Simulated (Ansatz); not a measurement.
Ga₃P₂ was relaxed with PBE0-D4 (def2-SVP) in Ansatz in these states: neutral doublet, neutral quartet. The geometries follow in no particular order.

A:

```xyz
5

Ga   -0.1641    1.3054   -1.5821
Ga   -0.7493   -1.3305   -0.9443
Ga   -0.7680   -0.7293    1.7643
P     1.3206   -0.4721   -0.0488
P     0.3608    1.2265    0.8108
```

B:

```csv
atom,x (Å),y (Å),z (Å)
Ga1,0.784,0.672,2.023
Ga2,-0.036,-1.497,0.661
Ga3,-0.792,-1.011,-1.873
P4,-0.991,1.016,-0.239
P5,1.034,0.820,-0.572
```

Judge from the bond lengths which geometry belongs to which state (an estimate).

A is the neutral doublet (Ga3–P5 2.451 Å, Ga2–P4 2.413 Å, Ga1–P5 2.451 Å); B is the neutral quartet (Ga3–P5 2.895 Å, Ga2–P4 2.835 Å, Ga1–P5 2.611 Å).

At PBE0-D4/def2-TZVP a doublet lies 0.98 eV below the neutral quartet. These are the stationary points nearest to one start from a short search; other shapes may lie lower in each state.
